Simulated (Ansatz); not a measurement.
An input meant for NaAu4⁻ (charge -1, singlet; with a point charge).

```yaml
crystal:
  periodic: [false, false, false]
  atoms:
    - {symbol: Na, position_ang: [1.178837, 0.052408, 0.101030]}
    - {symbol: Au, position_ang: [-0.255627, -2.562062, 0.472352]}
    - {symbol: Au, position_ang: [-1.706612, -0.461342, -0.074092]}
    - {symbol: Au, position_ang: [3.652318, 1.190346, 0.124894]}
    - {symbol: Au, position_ang: [-2.868925, 1.780650, -0.624173]}
basis:
  gaussian: {orbitals: def2-SVP, point_charges: [{charge: 2.00, position_ang: [7.450, 0.024, 0.924]}]}
total_charge: -1
hamiltonian: {xc: {name: M06-2X}}
```

```sh
$ ansatz run in.yaml --threads 4 --pin off --events-out ev --progress --plain --max-ram 8704MiB
```

Shortened log:

```
Error: YAML parse error: error: line 12 column 19: hamiltonian.xc: no functional is named "M06-2X"; the names, which are not case-sensitive, are SVWN5, SPW92, PBE, PBE0, PBEsol, revPBE, revPBE0, RPBE, rPW86-PBE, HSE06, wPBEh, LC-wPBE, HISS, HF, BLYP, B3LYP, B3LYP5, BHLYP, CAM-B3LYP, r2SCAN, r2SCANh, r2SCAN0, r2SCAN50, m-r2SCAN, B97, wB97, wB97X, wB97X-V, B97M-V, wB97M-V, B2PLYP, B2GP-PLYP, PBE0-DH, PBE-QIDH
10 |   gaussian: {orbitals: def2-SVP, point_charges: [{charge: 2.00, position_ang: [7.45…
11 | total_charge: -1
12 | hamiltonian: {xc: {name: M06-2X}}
```

In this input the method's name isn't one that the program takes here. The program refused the input.
